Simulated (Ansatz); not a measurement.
# One arrangement of a pair

The pair of H$_{2}$ (SMILES [H][H], atoms 1–2) and Br$_{2}$ (SMILES BrBr, atoms 3–4), both closed shells, in one local arrangement (a lower one may exist), relaxed at PBE0-D4/def2-TZVP:

```json
{"atom": "H1", "x (Å)": "-0.0132", "y (Å)": "-0.0251", "z (Å)": "-1.4186"}
{"atom": "H2", "x (Å)": "-0.2787", "y (Å)": "-0.0985", "z (Å)": "-2.1124"}
{"atom": "Br3", "x (Å)": "-0.9469", "y (Å)": "-0.2164", "z (Å)": "1.9357"}
{"atom": "Br4", "x (Å)": "1.2388", "y (Å)": "0.3399", "z (Å)": "1.5955"}
```

Program: Ansatz 0.2.0. Basis: def2-TZVPPD, with def2-QZVPPD for the basis limit. Cores are frozen in the correlated methods. Filled d shells of the heavier atoms are correlated. The def2 sets are not built for correlating such inner shells, so the correlated values are less sure here. B3LYP uses VWN-RPA correlation. Extrapolation: Hartree–Fock as exp(−7.88 √X), correlation as X^−2.97. Interaction energies count from these two fragments, frozen as in the pair, with the counterpoise correction; negative means bound.

(1) What is the interaction energy by CCSD(T) at an estimated basis limit (MP2 extrapolated from triple and quadruple zeta, plus CCSD(T) − MP2 in triple zeta)? (Judge from chemistry; the value comes from the calculation.)

(2) Which atoms make the shortest contact between the fragments?

T1 diagnostic: at most 0.007.

## Answers

(1) The calculation gives: -1.6 kJ/mol. Hartree–Fock alone gives 1.7 kJ/mol at the basis limit, so without correlation the pair would not bind at this distance. It counts from the two fragments frozen as in the pair.

The same quantity by other methods in triple zeta, and each one's difference from that estimate:
| method | E_int (kJ/mol) | difference |
| --- | --- | --- |
| PBE-D4 | -2.3 | -0.7 |
| revPBE-D4 | -1.2 | 0.4 |
| BLYP-D4 | -0.6 | 1.0 |
| r2SCAN-D4 | -0.8 | 0.8 |
| B97M-V | -1.7 | -0.1 |
| PBE0-D4 | -1.9 | -0.3 |
| B3LYP-D4 | -1.0 | 0.6 |
| HSE06-D4 | -2.0 | -0.4 |
| wB97X-V | -1.6 | -0.1 |
| wB97M-V | -1.4 | 0.2 |
| B2PLYP | 0.1 | 1.7 |
| HF | 1.7 | 3.3 |
| MP2 | -1.2 | 0.4 |
| CCSD | -0.7 | 0.9 |
| CCSD(T) | -1.0 | 0.6 |
Differences are method less estimate.

(2) H1 and Br4, 3.28 Å apart.

Basis-set superposition shift (counterpoise-corrected less uncorrected): CCSD(T) 1.5; MP2 1.4; HF 0.2; PBE0-D4 0.2; wB97M-V 0.3 kJ/mol.

For scale, one of the runs: CCSD(T)/def2-TZVPPD, 148 basis functions, launched by `ansatz run in.yaml --threads 2 --pin off --events-out ev --progress --plain --max-ram 5222MiB`. Time: 25 s of wall clock on 2 CPU threads of an Intel Xeon Platinum 8488C; the host was shared. Peak host memory: 0.97 GiB.
